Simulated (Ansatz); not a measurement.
C3H10AlClSi, singlet, at a GFN2-xTB geometry (such geometries of metal compounds can be far from the true shape), with bond 15-6 at 1.4 times its length; SC-NEVPT2/STO-3G, CASSCF(4,5) (Ansatz, an electronic-structure program).

Here is a job for Ansatz.
Ansatz 0.2 input:
```yaml
crystal:
  periodic: [false, false, false]
  atoms:
    - {symbol: Si, position_ang: [1.76001237, -0.31478406, -0.72356958]}
    - {symbol: Cl, position_ang: [0.94308413, 0.24692735, 1.16103416]}
    - {symbol: C, position_ang: [0.15129699, -0.45826514, -1.66910113]}
    - {symbol: Al, position_ang: [-1.06602569, 0.05657598, -0.06141650]}
    - {symbol: C, position_ang: [-1.66480074, 1.95562951, -0.09742266]}
    - {symbol: C, position_ang: [-1.90255517, -1.51361859, 0.83353587]}
    - {symbol: H, position_ang: [2.67669391, 0.78912029, -0.99653666]}
    - {symbol: H, position_ang: [2.51884583, -1.51415612, -0.37846186]}
    - {symbol: H, position_ang: [0.02198153, -1.46338374, -2.07901309]}
    - {symbol: H, position_ang: [0.13705790, 0.21577940, -2.52960964]}
    - {symbol: H, position_ang: [-2.57931854, 2.08699984, -0.68458203]}
    - {symbol: H, position_ang: [-0.92793246, 2.64709162, -0.52344507]}
    - {symbol: H, position_ang: [-1.89726076, 2.33762478, 0.90368767]}
    - {symbol: H, position_ang: [-1.27469106, -2.41271582, 0.83433356]}
    - {symbol: H, position_ang: [-2.24536138, -1.23216945, 2.30307422]}
    - {symbol: H, position_ang: [-2.84587551, -1.80252715, 0.35915662]}
basis:
  gaussian:
    orbitals: STO-3G
magnetization: {spin_polarized: false}
correlation: {method: sc_nevpt2, electrons: all, active_space: {window: {electrons: 4, orbitals: 5}}}
```

It wrote (shortened):

```
Functional definition: HF
639 factors; integrals over basis functions are off by at most 6.4e-5 eV
mean field evaluation 1: about -29856.6571 eV, gradient 2.0e1 eV
mean field evaluation 2: about -29856.7900 eV, gradient 2.0e1 eV
mean field evaluation 4: about -29858.6122 eV, gradient 1.4e0 eV
mean field evaluation 8: about -29858.6199 eV, gradient 2.9e-4 eV
mean field -29858.61988542 eV, -1097.2840418897 hartree, gradient 1.2e-6 eV, S^2 0.000000; 0 other end points of the search recorded, 0 dependent functions left out
reference -29858.61988542 eV, -1097.2840418897 hartree; 36, 36 occupied and 16, 16 virtual orbitals, 639 factors
state -29860.20401730 eV, -1097.3422576626 hartree
state -29860.20401730 eV, -1097.3422576626 hartree; corrected -29866.04296818 eV, -1097.5568351497 hartree
state -29860.10109643 eV, -1097.3384753903 hartree
state -29860.10109643 eV, -1097.3384753903 hartree; corrected -29866.06105474 eV, -1097.5574998185 hartree
state -29860.10109643 eV, -1097.3384753903 hartree; corrected -29866.06105474 eV, -1097.5574998185 hartree
state -29860.08220422 eV, -1097.3377811145 hartree
state -29860.08220422 eV, -1097.3377811145 hartree; corrected -29866.04480628 eV, -1097.5569026986 hartree
state -29860.10109643 eV, -1097.3384753903 hartree; corrected -29866.06105474 eV, -1097.5574998185 hartree
state -29860.19264296 eV, -1097.3418396631 hartree
state -29860.19264296 eV, -1097.3418396631 hartree; corrected -29866.05858302 eV, -1097.5574089844 hartree
state -29860.10109643 eV, -1097.3384753903 hartree; corrected -29866.06105474 eV, -1097.5574998185 hartree
WARN: the results are in doubt because another end's mean lies 0.103 eV lower, and its corrected mean 0.018 eV higher
Total energy: -29866.06105474 eV, -1097.5574998185 hartree
In doubt: another end's mean lies 0.103 eV lower, and its corrected mean 0.018 eV higher
```
